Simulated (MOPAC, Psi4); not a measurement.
Relaxed torsion scan: SMILES FC[SiH2][GeH3] (CH7FGeSi), singlet. Scanned: dihedral F1–C2–Si3–Ge4; all other coordinates were relaxed at GFN2-xTB. Points at φ and −φ are mirror images. Heavy atoms are numbered in the order of the SMILES FC[SiH2][GeH3], hydrogens after them in the order of the atoms that carry them; the mirror image has the same energies with the sign of each dihedral reversed.

PM6, restricted, heats of formation // GFN2-xTB (MOPAC); PBE-D3(BJ)/def2-TZVP // GFN2-xTB (Psi4); PBE0-D3(BJ)/def2-TZVP // GFN2-xTB (Psi4); MP2/cc-pVTZ = DF-MP2 (frozen core)/cc-pVTZ // GFN2-xTB (Psi4).

Energies relative to the lowest point of each profile, in kcal/mol:

```
φ / °  PM6  PBE-D3(BJ)/def2-TZVP  PBE0-D3(BJ)/def2-TZVP
-----  ---  --------------------  ---------------------
-150   0.4                   0.9                    0.9
-120   0.8                   2.0                    2.0
-90    0.4                   1.1                    1.0
-60    0.3                   0.2                    0.1
-30    1.9                   1.1                    1.0
0      2.4                   1.9                    1.8
30     1.9                   1.1                    1.0
60     0.3                   0.2                    0.1
90     0.4                   1.1                    1.0
120    0.8                   2.0                    2.0
150    0.4                   0.9                    0.9
180    0.0                   0.0                    0.0
```

What does MP2/cc-pVTZ give at the same points?

-150: 1.3; -120: 2.5; -90: 1.4; -60: 0.0; -30: 0.7; 0: 1.6; 30: 0.7; 60: 0.0; 90: 1.4; 120: 2.5; 150: 1.3; 180: 0.3 (kcal/mol).
